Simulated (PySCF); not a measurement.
AlH2I, SMILES [AlH2][I].

Geometry: PBE-D3(BJ)/def2-TZVP. The def2 effective core potentials stand for the cores of I; spin–orbit coupling is left out.

The numbers are results of M06-2X/def2-TZVPD in PySCF, not measurements.

| Quantity | Value |
|---|---|
| total energy | -541.28465 hartree |
| point group | C2v |
| highest occupied level | -8.77 eV |
| lowest empty level | -1.34 eV |
| orbital gap | 7.43 eV |
| dipole moment | 1.28 D |
| quadrupole, principal values (traceless, Buckingham form, about the centre of nuclear charge) | -5.04, 1.78, 3.26 D·Å |
| mean static polarisability | 64.4 bohr³ (9.54 Å³) |
| polarisability, principal values | 52.4, 59.6, 81.2 bohr³ |
